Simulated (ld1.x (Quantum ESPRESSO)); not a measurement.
## Ta: one change to an ultrasoft potential, before and after

```json
{
 "Element": "tantalum",
 "Generator": "ld1.x (Quantum ESPRESSO) 7.5",
 "Type": "ultrasoft",
 "Functional": "PBE",
 "Relativity": "scalar-relativistic",
 "Frozen core": "[Xe] 4f14",
 "Valence charge": "5",
 "Reference configuration": "5d3 6s1.5 6p0 (charge +0.5)",
 "Partial waves": "6s (bound): rcut 2.75, rcutus 2.95 bohr; 6s channel at 0.8 Ry: rcut 2.75, rcutus 2.95 bohr; 6p (bound, empty): rcut 2.95, rcutus 3.95 bohr; 6p channel at 1 Ry: rcut 2.95, rcutus 3.95 bohr; 5d (bound): rcut 2.20, rcutus 2.95 bohr; 5d channel at 3.3 Ry: rcut 2.20, rcutus 2.95 bohr",
 "Local potential": "all-electron potential smoothed inside 2.40 bohr (lloc = -2)",
 "Core correction": "none",
 "Augmentation charge": "PSQ, radius 2.35 bohr"
}
```

Change: core correction a·sin(br)/r model core inside 1.18 bohr.

Cutoffs: the cutoffs (Ry, on a coarse ladder) from which the occupation-weighted sum of valence levels, in a spherical-Bessel basis at the reference potential, stays within 10 and 1 mRy of its value at 400 Ry; they do not see the model core or the augmentation charge, which bear on the density cutoff. Errors are all-electron minus pseudo energies relative to the spin-unpolarised reference configuration.

How do hardness, ghosts and transferability respond?

Both files are so soft that the ladder of cutoffs tells neither apart; of the 7 tests that both files solve, the error grows in 4 and shrinks in 3 by more than 15 % and 0.3 meV (median size 8.6 → 15.6 meV); neither file shows a bound ghost. A model core, the more so a compact one, raises the density cutoff, which this test does not measure.

```tsv
quantity	base	changed
cutoff, loose	10 Ry	10 Ry
cutoff, tight	12 Ry	12 Ry
bound ghosts	none	none
error for 5d3 6s2 6p0, meV [ΔE -3.46 eV]	+1.5	-2.4
error for 5d3 6s1 6p0, meV [ΔE 5.01 eV]	-1.6	-8.4
error for 5d3 6s0 6p0, meV [ΔE 19.98 eV]	+47	-81
error for 5d3 6s0 6p2, meV [ΔE 5.13 eV]	+21	-16
error for 5d3.5 6s1.5 6p0, meV [ΔE -2.47 eV]	-8.6	-17
error for 5d3 6s1 6p1, meV [ΔE 0.72 eV]	+3.9	-1.3
error for 5d4 6s0 6p0, meV [ΔE 6.44 eV]	+112	-36
s: phases at 4.28 bohr within 0.05 rad from the reference energy up to (Ry; the scan ends near 5)	3.3	3.3
p: phases at 4.28 bohr within 0.05 rad from the reference energy up to (Ry; the scan ends near 5)	1.6	1.6
d: phases at 4.28 bohr within 0.05 rad from the reference energy up to (Ry; the scan ends near 5)	-0.1	-0.1
lowest overlap eigenvalue by channel	s 0.46, p 0.55, d 0.79	s 0.46, p 0.55, d 0.79
```
